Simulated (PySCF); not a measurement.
NaGe from Hartree–Fock to correlated methods

State: ⁴Σ⁻ (quartet), unpaired electrons σ ↑, π ↑↑. Set-up: PySCF, scalar-relativistic core potentials, basis sets Na cc-pVDZ, Ge cc-pVDZ-PP with ECP10. De refers to Na + Ge in their high-spin ground configurations, without counterpoise correction. The functionals are run spin-unrestricted. A positive dipole means Na(−)Ge(+).

```json
{"Level": "UHF", "Re (Å)": "2.787", "ωe (cm⁻¹)": "206", "De (eV)": "0.84", "μ (D)": "-8.14"}
{"Level": "UHF-MP2", "Re (Å)": "2.776", "ωe (cm⁻¹)": "212", "De (eV)": "1.26", "μ (D)": "n/a"}
{"Level": "UHF-SCS-MP2", "Re (Å)": "2.778", "ωe (cm⁻¹)": "211", "De (eV)": "1.11", "μ (D)": "n/a"}
{"Level": "UHF-CCSD", "Re (Å)": "2.781", "ωe (cm⁻¹)": "210", "De (eV)": "1.22", "μ (D)": "n/a"}
{"Level": "UHF-CCSD(T)", "Re (Å)": "2.782", "ωe (cm⁻¹)": "210", "De (eV)": "1.24", "μ (D)": "n/a"}
{"Level": "PBE", "Re (Å)": "2.775", "ωe (cm⁻¹)": "194", "De (eV)": "1.30", "μ (D)": "-6.18"}
{"Level": "PW91", "Re (Å)": "2.769", "ωe (cm⁻¹)": "196", "De (eV)": "1.33", "μ (D)": "-6.24"}
{"Level": "r²SCAN", "Re (Å)": "2.751", "ωe (cm⁻¹)": "205", "De (eV)": "1.46", "μ (D)": "-7.05"}
{"Level": "PBE0", "Re (Å)": "2.754", "ωe (cm⁻¹)": "203", "De (eV)": "1.28", "μ (D)": "-6.87"}
{"Level": "r²SCAN0", "Re (Å)": "2.741", "ωe (cm⁻¹)": "209", "De (eV)": "1.42", "μ (D)": "-7.38"}
{"Level": "HSE06", "Re (Å)": "2.757", "ωe (cm⁻¹)": "201", "De (eV)": "1.28", "μ (D)": "-6.80"}
{"Level": "B2PLYP", "Re (Å)": "2.759", "ωe (cm⁻¹)": "204", "De (eV)": "1.13", "μ (D)": "-7.04"}
```

**Question.** Which functional lies closest to UHF-CCSD(T) in De, which farthest, and by how much do they differ from it?

**Answer.** Closest is PBE0 (-2.8 pm in Re, -3.3 % in ωe, +0.04 eV in De against UHF-CCSD(T) in the same basis), farthest r²SCAN (-3.1 pm in Re, -2.4 % in ωe, +0.22 eV in De). CCSD(T) converges more slowly with the basis than the functionals do and binds too weakly in this one, so the order can change at the basis-set limit.

**Question.** What does a quarter of exact exchange do here, going from r²SCAN to r²SCAN0?

**Answer.** r²SCAN0 less r²SCAN: -1.0 pm in Re, +2.0 % in ωe, -0.04 eV in De. Exact exchange removes part of the self-interaction that spreads semilocal densities, and in most molecules shortens and stiffens the bond and lowers De; so it does here.

**Question.** What does second-order correlation do here, going from UHF to UHF-MP2?

**Answer.** UHF-MP2 less UHF: -1.1 pm in Re, +2.9 % in ωe, +0.42 eV in De. Correlation nearly always deepens the well. The bond shortens, as in weak, metallic or heavy-atom bonds, where dispersion and the correlation of outer-core electrons pull the atoms together.

Correlated steps freeze 5 core orbitals. Correlated levels converge slowly with the basis: in double zeta they bind strong bonds too weakly, by up to about 1 eV, and carry superposition errors of some tenths. Spin–orbit coupling is left out. B2PLYP dipoles, levels and charges come from its SCF part alone. The state was picked by a PBE0 search and need not be the measured ground state.

The whole job (state search and all levels along the bond) took about 1.9 min on 1 thread of Arm Neoverse V1 (shared host), peak memory 0.48 GiB.
